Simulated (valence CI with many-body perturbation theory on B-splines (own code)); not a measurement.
## Cu²⁴⁺: electric-dipole lines

Level of theory: configuration interaction combined with many-body perturbation theory (CI+MBPT): three valence electrons over a frozen Dirac-Fock core [He], radial functions for each j: 11 s, 11 p, 10 d, 8 f, 5 g, 2 h, with the one-electron correlation potential Σ1, the two-electron term Σ2, the three-electron term Σ3, Breit, model QED; selected CI, second order for the rest, scaled by the run's own slope (own B-spline code, finite nucleus).

No measured levels were compared; by estimate levels of excited configurations hold to 0.05 to 0.15 % of their energy, terms of the ground configuration to about 0.5 %.

Lines 151 to 200 of 583 in falling wavelength, among levels below 1897.4 eV, chosen from the strongest by gf and those to the six lowest levels. Wavelengths and rates use the calculated energies, so an error of 900 cm⁻¹ moves a line at 10.85 nm by 0.098 % and its rate by three times that or more. Electric multipoles are in the length gauge, E1 and E2 with the static RPA response of the core. Weak lines are less certain than strong ones. Lines between different terms over intervals too small for the method are left out, as are lines whose strength nearly cancels. Where a level lies close to another of its J and parity, the split of strength between their lines is uncertain. The highest levels of a list are the least certain.

Names give the largest LS component (configuration and term), which can be under half, so a name can repeat, a term be missing and a line seem to break the LS rules; names also repeat where a configuration has a term twice. Letters in brackets count levels of one name in rising energy.

```tsv
λ vac (nm)	Upper	Lower	A (s⁻¹)	log gf	Branch %
10.85	2s.2p.3p 2P_3/2	2s2.3p 2P°_3/2	2.69e+10	-0.72	0.6
10.85	2s.2p.3s 2P°_3/2 [b]	2s2.3s 2S_1/2	2.24e+10	-0.80	0.2
10.81	2s.2p.3p 2D_3/2 [b]	2s2.3p 2P°_1/2	2.35e+10	-0.78	0.8
10.76	2p3 4S°_3/2	2s.2p2 4P_3/2	1.60e+10	-0.95	30.3
10.54	2s.2p.3d 2P°_1/2 [b]	2s2.3d 2D_3/2	3.53e+10	-0.93	0.1
10.50	2s.2p.3d 2P°_3/2 [b]	2s2.3d 2D_5/2	2.46e+10	-0.79	0.1
10.06	2p3 2P°_1/2	2s.2p2 2D_3/2	3.83e+10	-0.93	65.9
9.888	2s.2p2 2P_1/2	2s2.2p 2P°_1/2	5.00e+10	-0.83	99.0
9.769	2s.2p2 2S_1/2	2s2.2p 2P°_3/2	4.30e+10	-0.91	96.8
9.724	2p3 4S°_3/2	2s.2p2 4P_1/2	1.41e+10	-1.10	26.7
9.646	2s.2p2 2P_3/2	2s2.2p 2P°_3/2	5.81e+10	-0.49	89.5
9.315	2p3 2D°_5/2	2s.2p2 4P_5/2	4.85e+09	-1.42	16.8
9.093	2p3 2D°_3/2	2s.2p2 4P_3/2	6.87e+09	-1.47	21.2
9.028	2p3 2P°_3/2	2s.2p2 2D_3/2	5.86e+09	-1.54	10.1
8.143	2s.2p2 2P_3/2	2s2.2p 2P°_1/2	6.83e+09	-1.57	10.5
3.281	2s.2p.4f 2G_9/2 [b]	2p2.3p 2F°_7/2	7.56e+10	-0.91	1.4
3.129	2s.2p.4f 4G_9/2	2s.2p.3d 2F°_7/2 [a]	1.75e+11	-0.59	3.1
3.098	2s.2p.4f 2D_5/2 [a]	2s.2p.3d 2P°_3/2 [a]	3.52e+11	-0.52	6.3
3.077	2s.2p.4f 2G_9/2 [b]	2p2.3p 4D°_7/2	8.72e+10	-0.91	1.6
3.058	2s.2p.4f 2G_7/2 [a]	2s.2p.3d 2D°_5/2 [a]	1.36e+11	-0.82	2.5
3.021	2s.2p.4f 2G_7/2 [a]	2s.2p.3d 4D°_5/2	1.37e+11	-0.82	2.5
3.019	2s.2p.4f 4G_9/2	2s.2p.3d 4D°_7/2	2.37e+11	-0.49	4.3
3.002	2s.2p.4f 4D_3/2	2s.2p.3d 2P°_1/2 [a]	2.96e+11	-0.80	5.2
2.995	2s.2p.4f 4F_7/2 [a]	2s.2p.3d 2F°_5/2 [a]	3.46e+11	-0.43	6.2
2.993	2s.2p.4p 2D_5/2 [b]	2s.2p.3d 2F°_7/2 [b]	1.58e+11	-0.90	4.6
2.992	2s.2p.4f 2D_3/2 [a]	2s.2p.3d 2P°_1/2 [a]	3.34e+12	0.25	60.7
2.986	2s.2p.4f 4G_5/2	2s.2p.3d 2D°_3/2 [a]	4.48e+11	-0.44	8.0
2.984	2s.2p.4f 2F_7/2 [a]	2s.2p.3d 2F°_7/2 [a]	6.51e+11	-0.16	11.7
2.980	2s.2p.4f 2G_9/2 [a]	2s.2p.3d 2F°_7/2 [a]	4.95e+12	0.82	92.9
2.966	2s.2p.4p 4D_7/2	2s.2p.3d 4F°_9/2	1.36e+11	-0.84	9.9
2.963	2s.2p.4f 4F_5/2 [b]	2s.2p.3d 2P°_3/2 [a]	5.77e+11	-0.34	10.2
2.959	2s.2p.4f 4G_7/2	2s.2p.3d 2F°_5/2 [a]	8.25e+11	-0.06	14.7
2.958	2s.2p.4f 4F_5/2 [a]	2s.2p.3d 2F°_5/2 [a]	2.57e+11	-0.69	4.6
2.956	2s.2p.4s 2P°_3/2 [a]	2s.2p.3p 2D_5/2 [a]	3.54e+11	-0.73	10.2
2.955	2s.2p.4f 4D_5/2	2s.2p.3d 2P°_3/2 [a]	2.99e+12	0.37	53.7
2.951	2s.2p.4f 2G_7/2 [a]	2s.2p.3d 2F°_5/2 [a]	3.65e+12	0.58	66.6
2.949	2s.2p.4f 2D_3/2 [a]	2s.2p.3d 2P°_3/2 [a]	1.33e+12	-0.16	24.1
2.947	2s.2p.4f 4F_5/2 [a]	2s.2p.3d 2D°_3/2 [a]	1.57e+11	-0.91	2.8
2.943	2s.2p.4s 2P°_1/2 [a]	2s.2p.3p 2D_3/2 [a]	4.67e+11	-0.92	18.4
2.942	2s.2p.4f 2D_3/2 [b]	2s.2p.3d 2P°_3/2 [b]	4.97e+11	-0.59	8.8
2.942	2s.2p.4f 2D_5/2 [a]	2s.2p.3d 2D°_3/2 [a]	3.15e+12	0.39	56.8
2.940	2s.2p.4f 2D_5/2 [b]	2s.2p.3d 2P°_3/2 [b]	3.33e+12	0.41	59.2
2.940	2s.2p.4s 4P°_1/2	2s.2p.3p 4S_3/2 [a]	5.89e+11	-0.82	23.5
2.940	2s.2p.4f 4G_5/2	2s.2p.3d 4D°_3/2	3.55e+11	-0.56	6.3
2.936	2s.2p.4s 2P°_1/2 [b]	2s.2p.3p 2P_3/2	4.51e+11	-0.93	17.9
2.930	2s.2p.4f 4F_7/2 [b]	2s.2p.3d 2D°_5/2 [a]	1.80e+11	-0.73	3.2
2.927	2s.2p.4f 4G_5/2	2s.2p.3d 4P°_5/2	1.56e+11	-0.92	2.8
2.927	2s.2p.4f 2F_5/2	2s.2p.3d 2D°_5/2 [b]	1.68e+11	-0.89	3.0
2.926	2s.2p.4s 4P°_3/2	2s.2p.3p 4D_5/2	4.97e+11	-0.59	18.6
2.926	2s.2p.4f 2D_3/2 [b]	2s.2p.3d 2P°_1/2 [b]	3.68e+12	0.28	65.2
```
